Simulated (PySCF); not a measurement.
Choosing a molecule for a target property.

Species are written as SMILES; each is one conformer at its optimised geometry, gas phase, non-relativistic unless stated; the electronic structure was computed with PySCF and density fitting.

The conformers computed, where there is a choice (atom-mapped SMILES and torsion angles):
- `[CH:1]#[C:2]/[C:3]([Cl:4])=[C:5](/[CH:6]=[CH2:7])[CH2:8][CH:9]=[CH2:10]`: C3–C5–C6–C7 -177°, C3–C5–C8–C9 96°, C5–C8–C9–C10 -119°
- `[CH3:1][O:2][C:3]1=[C:4]([c:5]2[cH:6][cH:7][cH:8][cH:9][cH:10]2)[PH:11]1`: C1–O2–C3–C4 -179°, C3–C4–C5–C6 0°
- `[CH:1]#[C:2][c:3]1[p:4][c:5]([CH3:6])[o:7][c:8]1[CH:9]1[CH2:10][CH2:11]1`: O7–C8–C9–C10 34°
- `[CH3:1][c:2]1[n:3][nH:4][n:5][c:6]1[Si:7]([CH3:8])([CH3:9])[CH3:10]`: N5–C6–Si7–C8 128°
- `[CH3:1][c:2]1[n:3][cH:4][n:5][n:6]1[Si:7]([CH3:8])([CH3:9])[CH3:10]`: N5–N6–Si7–C8 10°
- `[SiH3:1][SiH2:2][O:3][SiH2:4][CH2:5][CH:6]1[CH2:7][CH2:8]1`: Si1–Si2–O3–Si4 172°, Si2–O3–Si4–C5 175°, O3–Si4–C5–C6 -179°, Si4–C5–C6–C7 -152°

Question: Wanted: smallest rotational constant below 0.5 GHz (GFN2-xTB) and HOMO energy below -7 eV (PBE0/pcSseg-1), at GFN2-xTB geometries. Which candidate meets both?
A. `Cc1ncnn1[Si](C)(C)C`
B. `O(C1PC=1c1ccccc1)C`
C. `[SiH3][SiH2]O[SiH2]CC1CC1`
D. `C#C/C(Cl)=C(/C=C)CC=C`
E. `Cc1n[nH]nc1[Si](C)(C)C`
F. `C1C(c2oc(C)pc2C#C)C1`

Answer: C. Computed values:
```
                  species  smallest rotational constant  HOMO energy
[SiH3][SiH2]O[SiH2]CC1CC1                     0.375 GHz     -7.51 eV
       O(C1PC=1c1ccccc1)C                     0.426 GHz     -5.85 eV
     C1C(c2oc(C)pc2C#C)C1                     0.541 GHz     -6.23 eV
    C#C/C(Cl)=C(/C=C)CC=C                     0.604 GHz     -6.60 eV
   Cc1n[nH]nc1[Si](C)(C)C                     0.693 GHz     -7.38 eV
      Cc1ncnn1[Si](C)(C)C                     0.754 GHz     -7.27 eV
```
